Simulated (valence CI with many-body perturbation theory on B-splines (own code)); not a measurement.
## Ho53+: calculated level list

Level of theory: configuration interaction combined with many-body perturbation theory (CI+MBPT): four valence electrons over a frozen Dirac-Fock core [Ne], a basis of 11 s, 11 p, 10 d, 8 f, 5 g, 2 h functions for each j, with the one-electron correlation potential Σ1, the two-electron term Σ2, the three-electron term Σ3, Breit, model QED; selected CI, second order for the rest, scaled by the run's own slope (own B-spline code, finite nucleus).

The last digits are not significant, and no measured levels were compared; by estimate large intervals hold to a few tenths of a per cent, small ones and those within an open d or f shell to about a per cent. Among the levels kept, up to 580 cm⁻¹ of a level comes from second order outside the variational space, and about a tenth of that is noise between levels of different J, which matters for small intervals.

Levels 1 to 45 of 178, with energies above the lowest level, (3s^2 3p1/2^2) J=0. "Leading %" is the weight of the configuration and term that name the level; weights of strongly mixed levels are sums over their largest components and can fall short. In the jj column 3d3/2^4 stands for four electrons in 3d with j = 3/2.

```tsv
No.	Configuration	Term	J	E (× 10³ cm⁻¹)	Leading %	Second component	Leading jj
1	3s2 3p2	3P	0	0.00	70	30 % 3s2 3p2 1S	3s^2 3p1/2^2 (99 %)
2	3s2 3p2	3P	1	1725.6	99		3s^2 3p1/2 3p3/2 (99 %)
3	3s2 3p2	1D	2	1793.0	63	36 % 3s2 3p2 3P	3s^2 3p1/2 3p3/2 (99 %)
4	3s 3p3	3P°	2	2883.7	45	30 % 3s 3p3 5S°	3s 3p1/2^2 3p3/2 (96 %)
5	3s 3p3	3D°	1	3087.1	31	23 % 3s 3p3 1P°	3s 3p1/2^2 3p3/2 (83 %)
6	3s2 3p 3d	3F°	2	3291.8	74	20 % 3s2 3p 3d 1D°	3s^2 3p1/2 3d3/2 (99 %)
7	3s2 3p2	3P	2	3568.4	63	36 % 3s2 3p2 1D	3s^2 3p3/2^2 (98 %)
8	3s2 3p 3d	3D°	1	3592.2	46	24 % 3s2 3p 3d 1P°	3s^2 3p1/2 3d3/2 (84 %)
9	3s2 3p2	1S	0	3714.2	69	30 % 3s2 3p2 3P	3s^2 3p3/2^2 (98 %)
10	3s2 3p 3d	3P°	2	3832.9	44	33 % 3s2 3p 3d 3D°	3s^2 3p1/2 3d5/2 (94 %)
11	3s2 3p 3d	3F°	3	3839.8	53	23 % 3s2 3p 3d 1F°	3s^2 3p1/2 3d5/2 (97 %)
12	3s 3p2 3d	5F	1	4477.8	42	36 % 3s 3p2 3d 3D	3s 3p1/2^2 3d3/2 (98 %)
13	3s 3p2 3d	3D	2	4527.8	29	21 % 3s 3p2 3d 5F	3s 3p1/2^2 3d3/2 (96 %)
14	3s 3p3	3D°	2	4567.1	50	42 % 3s 3p3 5S°	3s 3p1/2 3p3/2^2 (93 %)
15	3s 3p3	3D°	3	4689.6	92	5 % 3s2 3p 3d 3F°	3s 3p1/2 3p3/2^2 (92 %)
16	3s 3p3	3P°	0	4775.3	87	12 % 3s2 3p 3d 3P°	3s 3p1/2 3p3/2^2 (87 %)
17	3s 3p3	3P°	1	4874.8	37	21 % 3s 3p3 3D°	3s 3p1/2 3p3/2^2 (84 %)
18	3s 3p3	1D°	2	4883.0	56	11 % 3s2 3p 3d 3D°	3s 3p1/2 3p3/2^2 (73 %)
19	3s 3p3	3S°	1	4959.2	34	24 % 3s 3p3 3P°	3s 3p1/2 3p3/2^2 (96 %)
20	3s 3p2 3d	3D	3	4986.2	32	22 % 3s 3p2 3d 5D	3s 3p1/2^2 3d5/2 (96 %)
21	3s 3p2 3d	3F	2	5085.4	28	21 % 3s 3p2 3d 1D	3s 3p1/2^2 3d5/2 (94 %)
22	3s2 3p 3d	3F°	3	5284.3	42	36 % 3s2 3p 3d 1F°	3s^2 3p3/2 3d3/2 (92 %)
23	3s2 3p 3d	3D°	2	5301.2	41	17 % 3s 3p3 1D°	3s^2 3p3/2 3d3/2 (73 %)
24	3s2 3p 3d	3P°	1	5308.2	48	32 % 3s2 3p 3d 3D°	3s^2 3p3/2 3d3/2 (84 %)
25	3s2 3p 3d	3P°	0	5317.8	87	12 % 3s 3p3 3P°	3s^2 3p3/2 3d3/2 (87 %)
26	3s2 3p 3d	3F°	4	5520.8	99		3s^2 3p3/2 3d5/2 (99 %)
27	3s2 3p 3d	3P°	2	5580.3	44	39 % 3s2 3p 3d 1D°	3s^2 3p3/2 3d5/2 (94 %)
28	3s2 3p 3d	3D°	3	5763.0	56	40 % 3s2 3p 3d 1F°	3s^2 3p3/2 3d5/2 (93 %)
29	3s2 3p 3d	1P°	1	5829.6	63	23 % 3s2 3p 3d 3P°	3s^2 3p3/2 3d5/2 (95 %)
30	3p4	3P	2	5994.5	27	17 % 3s 3p2 3d 5F	3s 3p1/2 3p3/2 3d3/2 (56 %)
31	3s 3p2 3d	5D	0	6054.4	71	14 % 3s 3p2 3d 3P	3s 3p1/2 3p3/2 3d3/2 (90 %)
32	3s 3p2 3d	5D	1	6075.5	53	22 % 3s 3p2 3d 5F	3s 3p1/2 3p3/2 3d3/2 (99 %)
33	3s 3p2 3d	5F	3	6112.0	45	35 % 3s 3p2 3d 3F	3s 3p1/2 3p3/2 3d3/2 (95 %)
34	3s 3p2 3d	5F	2	6126.4	26	23 % 3p4 3P	3s 3p1/2 3p3/2 3d3/2 (56 %)
35	3p4	1S	0	6194.9	42	25 % 3p4 3P	3p1/2^2 3p3/2^2 (67 %)
36	3s 3p2 3d	3F	4	6228.5	29	28 % 3s 3p2 3d 3G	3s 3p1/2 3p3/2 3d3/2 (92 %)
37	3s 3p2 3d	3F	2	6329.8	62	8 % 3s 3p2 3d 3P	3s 3p1/2 3p3/2 3d3/2 (84 %)
38	3s 3p2 3d	3D	3	6369.7	30	23 % 3s 3p2 3d 5P	3s 3p1/2 3p3/2 3d3/2 (86 %)
39	3s 3p2 3d	5P	1	6406.0	33	24 % 3s 3p2 3d 3P	3s 3p1/2 3p3/2 3d3/2 (96 %)
40	3s 3p2 3d	5P	2	6411.2	25	24 % 3s 3p2 3d 3P	3s 3p1/2 3p3/2 3d3/2 (85 %)
41	3s 3p2 3d	3G	3	6444.7	48	22 % 3s 3p2 3d 1F	3s 3p1/2 3p3/2 3d3/2 (97 %)
42	3s 3p2 3d	3D	1	6457.3	40	21 % 3s 3p2 3d 1P	3s 3p1/2 3p3/2 3d3/2 (92 %)
43	3s 3p2 3d	5D	4	6463.6	47	35 % 3s 3p2 3d 5F	3s 3p1/2 3p3/2 3d5/2 (99 %)
44	3s 3p2 3d	3D	1	6606.5	55	11 % 3s 3p2 3d 3P	3s 3p1/2 3p3/2 3d3/2 (78 %)
45	3s 3p3	3P°	2	6613.5	49	16 % 3s 3p3 1D°	3s 3p3/2^3 (95 %)
```

The ionisation energy to 3s2 3p 2P°_1/2 of the next ion comes out as 5137.2 eV (NIST: 5135 ± 5 eV (theoretical)). All 178 levels together are meant to be complete up to 10093 × 10³ cm⁻¹.
